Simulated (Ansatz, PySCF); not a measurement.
Gas-phase reaction in SMILES: [OH][GeH-][Cl] → [O-][GeH2][Cl]
Geometries: B3LYP-D3(BJ)/def2-TZVP minima from Ansatz (a first-principles code), one conformer each, not searched for the lowest.

Wanted: isomerisation energy (electronic energy difference), in kcal/mol. Correlated levels leave the core frozen unless marked. No spin-orbit coupling. Frozen are the shells of the preceding noble gas and the d and f shells that filled before the atom's block. No relativistic terms. Anions need diffuse functions: def2-D sets add few; the other sets have none. CBS(X,Y): correlation extrapolated as X^-3; Hartree-Fock from the larger set. [CCSD(T)-MP2]/basis is that difference in the basis named.

```csv
level,program,isomerisation energy (kcal/mol)
HF-D4/def2-TZVPD,PySCF + dftd4,16.2
PBE-D3(BJ)/def2-TZVPD,Ansatz + dftd3,13.4
```

Problem. Estimate the value at RI-MP2/CBS(def2-TZVPPD,def2-QZVPPD)+[CCSD(T)-MP2]/def2-TZVPPD as computed with Ansatz.

Solution. 11.9 kcal/mol
